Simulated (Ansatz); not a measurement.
Consider the ligand exchange at the Si–O bond: `[SiH3][O][GeH2][SH]` + `[NH2][AlH][OH]` → `[OH][AlH][NH][SiH3]` + `[OH][GeH2][SH]`.

Calculated with Ansatz (gas phase, PBE0-D4/def2-TZVP geometries, no zero-point term in ΔE). CCSD(T)/CBS is the MP2 limit (def2-TZVPP, def2-QZVPP) plus CCSD(T) − MP2 in def2-TZVPP, frozen cores. This one scheme is used for every species. For Ge outer-core shells are correlated without core-valence functions, which leaves a few kJ/mol of doubt a bond. Scalar relativity is left out up to krypton. Each species was taken in one conformer, which may not be the lowest.

| species | CCSD/def2-TZVPP energy (Eh) |
| --- | --- |
| `[SiH3][O][GeH2][SH]` | -2841.18411 |
| `[NH2][AlH][OH]` | -374.28520 |
| `[OH][AlH][NH][SiH3]` | -664.55498 |
| `[OH][GeH2][SH]` | -2550.89584 |

Question: Work out ΔE.

Answer: ΔE = (-664.55498) + (-2550.89584) − (-2841.18411) − (-374.28520) = 0.01849 Eh = +11.6 kcal/mol. CCSD(T)/CBS gives +11.5 kcal/mol.

Largest T1 diagnostic among the species: 0.012.

In def2-TZVPP, CCSD(T) changes the Hartree–Fock value by −2.0 kcal/mol (the triples alone add −0.3 kcal/mol) and MP2 by −1.9 kcal/mol.
